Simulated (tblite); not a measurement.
A tight-binding relaxation on `NC(=O)C[BH2-][NH3+]`.

Computed with GFN2-xTB geometry optimisation, gas phase (tblite 0.8.0). Start geometry: from a force field or distance geometry. The input is one job of a driver script: a line of settings, then coordinates in Å.

Command:
```bash
OMP_NUM_THREADS=1 python probes_run.py task.json out
```

Input:
```
{"job": {"kind": "relax", "xc": "GFN2-xTB", "basis": "xTB"}, "charge": 0, "multiplicity": 1}
N      2.684100     0.249800     0.185200
C      1.321700     0.656300     0.297000
O      0.993400     1.647300     0.946300
C      0.320600    -0.173300    -0.401000
B     -0.967100    -0.466300     0.451900
N     -2.188100    -0.051100    -0.406500
H      2.881100    -0.715500     0.520400
H      3.436700     0.871400    -0.188800
H      0.738200    -1.113800    -0.770000
H      0.029400     0.442400    -1.288800
H     -0.990600    -1.666900     0.621100
H     -1.025000     0.116300     1.475000
H     -2.884700     0.499600     0.117700
H     -2.549200    -0.882000    -0.928300
H     -1.805000     0.593900    -1.170200
```

Output:
```
step      E/eV     max force
  0    -543.30597    2.843
  1    -543.58828    1.913
  2    -543.67161    1.425
  3    -543.73586    0.713
  4    -543.84701    1.364
  5    -543.94106    1.070
  6    -544.02654    0.988
  7    -544.08769    0.630
  8    -544.16914    0.829
  9    -544.21620    0.715
... (121 lines left out)
131    -545.10482    0.018
132    -545.10486    0.019
133    -545.10490    0.018
134    -545.10493    0.011
135    -545.10495    0.012
136    -545.10496    0.014
137    -545.10498    0.013
138    -545.10499    0.011
139    -545.10501    0.011
140    -545.10502    0.008
```

«max force» is the largest atomic force in eV/Å.

Q: From which step on does the largest force stay under 0.1 eV/Å, and how much energy is left to gain from there?

A: From step 97 (0.062 eV/Å), 7.9 meV above the end.

Main results: energy lowered by 41.5 kcal/mol over 140 steps; largest atomic force 0.008 eV/Å at the end.

Q: Give the final coordinates.

A: 0.919 Å rms from the input after alignment:
```
atom  x, y, z in Å
N1     2.2399    0.5811    0.4228
C2     1.0413    0.6274   -0.1978
O3     0.4538    1.7087   -0.3222
C4     0.4596   -0.6532   -0.6507
B5    -0.9119   -0.9208    0.2507
N6    -1.8246    0.3768   -0.0837
H7     2.6851   -0.2954    0.6248
H8     2.6022    1.4184    0.8494
H9     1.1737   -1.4677   -0.5575
H10    0.1710   -0.5642   -1.6976
H11   -1.4875   -1.8984   -0.1059
H12   -0.6853   -0.9034    1.4208
H13   -2.4791    0.5950    0.6573
H14   -2.3225    0.2609   -0.9588
H15   -1.1202    1.1429   -0.1903
```

Q: How long does this job take on one thread, Arm Neoverse N1 (aarch64), on a shared host?

A: About 1.0 s.
Labels such as C1 count atoms from 1, the log's own numbers from 0.
